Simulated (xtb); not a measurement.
Ta(O)(F)(OH)2 (FH₂O₃Ta), SMILES [O]=[Ta]([OH])([OH])[F], multiplicity 1. All values are semi-empirical tight-binding results from xtb (GFN2-xTB unless named), good for trends rather than for accurate numbers. The structure is a stationary point at GFN2-xTB. The spin state was assumed, not searched. The structure was generated by enumeration; whether it is a known compound was not checked. One conformer was computed; it need not be the lowest.

Optimised geometry:

```xyz
7

Ta     0.0056    -0.0064    -0.0077
O      1.5214    -0.4951    -0.6391
F      0.3658     1.0238     1.5255
O     -0.8218     1.0429    -1.2680
H     -0.8262     1.4145    -2.1526
O     -0.9316    -1.5096     0.4681
H     -1.0223    -2.4639     0.4944
```

For metal compounds this method's bond lengths and energies can be far off.

Computed properties:
The point group as xtb finds it is Cs and the orbital gap comes out as 4.97 eV. The zero-point energy is 16.9 kcal/mol. The G − E(el) at 298.15 K (modified RRHO) comes out as -3.9 kcal/mol.

Computed atomic charges and the Wiberg bond orders between heavy atoms:
charges (e) Ta1 1.36, O2 -0.54, F3 -0.39, O4 -0.57, H5 0.35, O6 -0.57, H7 0.35. Bond orders Ta1–O2 2.10, Ta1–F3 0.92, Ta1–O4 1.15, Ta1–O6 1.15.
